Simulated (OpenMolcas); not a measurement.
# Tm3+: moving the ligands

Tm3+ with 6 ligands (fluoride) in trigonal antiprismatic coordination (D3d) at 2.19 Å, a polar angle of 57.5° against the regular 54.74°. A charge of +0.5 e stands 3.2 Å behind each ligand. Ligand basis ANO-RCC-VDZP.
```
Tm    0.0000    0.0000    0.0000
F     0.0000    1.8465    1.1776
F    -1.5991   -0.9232    1.1776
F     1.5991   -0.9232    1.1776
F     0.0000   -1.8465   -1.1776
F     1.5991    0.9232   -1.1776
F    -1.5991    0.9232   -1.1776
```

* Program: OpenMolcas
* Method: CASSCF
* Basis: ANO-RCC-VDZP [7s6p4d2f1g]
* Scalar Hamiltonian: DKH2, point nucleus
* Active space: 12 electrons in 7 orbitals (4f)
* State averaging: 2S+1 = 3 even, 21 roots; 2S+1 = 1 even, 27 roots kept (CI in the orbitals of an earlier block)
* Spin-orbit coupling: state interaction with AMFI integrals over the reference wave functions

Runs around this geometry, states (labels of D3, the rotations of D3d). Energies in cm-1 above the lowest state or level, χT in cm3 K/mol.

```
R (Å)  Ground state  First state of that spin  First gap with spin-orbit (degeneracies)  Width of lowest J  χT at 300 K
 2.11            3E                 3A2 314.9                               10.2 (1, 1)                749        6.788
 2.19            3E                 3A2 281.5                                5.7 (1, 1)                626        6.894
 2.23            3E                 3A2 267.2                                4.3 (1, 1)                576        6.933
```

Taking the width of the lowest J multiplet as R^-n, n = -ln(576 / 749) / ln(2.23 / 2.11) = 4.7 between the shortest and longest distance.

Without dynamic correlation the ligand-field splitting of an f shell can come out too small, at times by half. A group larger than the point group allows holds several states that coincide in this model. No measured value stands beside these numbers; the geometry was imposed, not optimised, and the real ion may take another.
